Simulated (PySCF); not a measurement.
# Field gradients at the hydrogen positions

Compound: C5H14PSi (charge -1).
Z-matrix (Å and degrees, PBE0-D3(BJ)/def2-SVP geometry), rows numbered from 1:
```
C 
C   1  1.5194
C   2  1.5399  1  115.93
C   3  1.5305  2  109.95  1    61.91
C   3  1.5288  2  108.01  1   179.72
P   3  1.9311  2  113.83  1   -56.24
Si  6  2.1848  3  101.20  2   -57.34
H   1  1.1029  2  108.60  3    51.95
H   1  1.1028  2  111.47  3   172.75
H   1  1.1028  2  111.86  3   -66.79
H   2  1.1121  1  109.58  3   123.31
H   2  1.1046  1  108.60  3  -121.67
H   4  1.1012  3  111.57  2   -65.43
H   4  1.1020  3  110.26  2   175.71
H   4  1.1084  3  111.27  2    55.65
H   5  1.1019  3  111.13  2    60.61
H   5  1.1112  3  111.50  2   -59.61
H   5  1.1009  3  110.43  2   179.39
H   7  1.5299  6  120.40  3    65.00
H   7  1.5139  6  107.86  3  -177.72
H   7  1.5290  6  120.63  3   -59.98
```

Level: PBE0/pcSseg-1 (PySCF, non-relativistic); Q(2H) = 0.00286 b; rigid geometry, the same for H and D, with no vibrational averaging.

**Question.** Rank these positions by the coupling χzz of a deuteron there, largest first.
A. H8 (methyl hydrogen)
B. H21 (Si–H hydrogen)
C. H16 (methyl hydrogen)
D. H20 (Si–H hydrogen)

**Answer.** C (195 kHz), A (187 kHz), D (93 kHz), B (86 kHz).

**Question.** Give the electric field gradient Vzz (the principal value of largest size), its asymmetry and the 2H coupling at each hydrogen.

**Answer.** 
```csv
atom,bonded to,bond length (Å),Vzz (au),η,χzz (kHz)
H8,C1,1.103,0.2776,0.02,187
H9,C1,1.103,0.2965,0.02,199
H10,C1,1.103,0.2942,0.03,198
H11,C2,1.112,0.2770,0.02,186
H12,C2,1.105,0.2830,0.03,190
H13,C4,1.101,0.2941,0.01,198
H14,C4,1.102,0.2934,0.01,197
H15,C4,1.108,0.2861,0.02,192
H16,C5,1.102,0.2906,0.03,195
H17,C5,1.111,0.2814,0.02,189
H18,C5,1.101,0.2954,0.02,199
H19,Si7,1.530,0.1274,0.03,86
H20,Si7,1.514,0.1390,0.00,93
H21,Si7,1.529,0.1282,0.03,86
```

**Question.** Average by the element that carries the hydrogen.

**Answer.** on C: 194 kHz over 11 positions, mean bond length 1.105 Å; on Si: 88 kHz over 3 positions, mean bond length 1.524 Å.

**Question.** How does χzz go with the bond length over the 11 C–H bonds?

**Answer.** A straight-line fit has a slope of -8.7 kHz for each 0.01 Å, with a correlation coefficient of -0.71, over lengths from 1.101 to 1.112 Å.

Isolated species at its PBE0-D3(BJ)/def2-SVP geometry (one conformer only). The pcSseg-1 basis has no diffuse functions, a weakness for an anion. The basis is small and wasn't made for field gradients, so the couplings can be 20 % off.

These values come from a run that also computed NMR shieldings. Hardware: Arm Neoverse V1, one thread, shared host. Cost: 40 s, 1.0 GiB resident at most.
